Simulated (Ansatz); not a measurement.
BeCl2O2H4⁺, that is BeCl2(H2O)2 with one electron fewer. The state is a doublet with charge 1. Geometry B3LYP-D4/def2-SVP, that of the neutral singlet; atoms count from 1.

```xyz
9

Be   -0.253    0.123    0.296
Cl    0.606    0.804    1.922
Cl   -2.166   -0.044   -0.100
O     0.394   -1.484    0.082
H    -0.358   -2.094   -0.005
H     0.875   -1.718    0.894
O     0.392    1.101   -0.999
H     0.872    1.845   -0.596
H    -0.362    1.466   -1.494
```

(1) Estimate the Mulliken populations from the PBE0/def2-TZVP orbitals of Ansatz.

(2) Where does the spin sit?

(3) And the Mayer bond orders between bonded heavy atoms (over 0.3)?

## Answers

(1) 
```tsv
atom	charge (e)	spin (α − β)
Be1	0.17	-0.04
Cl2	0.04	0.52
Cl3	0.04	0.52
O4	-0.41	0.00
H5	0.39	0.00
H6	0.39	0.00
O7	-0.41	0.00
H8	0.39	0.00
H9	0.39	0.00
```
Mulliken values and Mayer orders depend strongly on the basis.

(2) Summed by element: Be -0.04, Cl 1.05, O 0.00, H 0.00, of 1 unpaired in all. Largest on single atoms: Cl2 0.52, Cl3 0.52, Be1 -0.04.

(3) Be1–Cl2 0.87 (1.96 Å); Be1–Cl3 0.87 (1.96 Å); Be1–O4 0.63 (1.75 Å); Be1–O7 0.63 (1.75 Å). Values over 0.3 also appear between atoms too far apart for a bond (Cl2–Cl3 0.42 at 3.53 Å); they arise where an orbital or an unpaired electron spreads over both atoms.
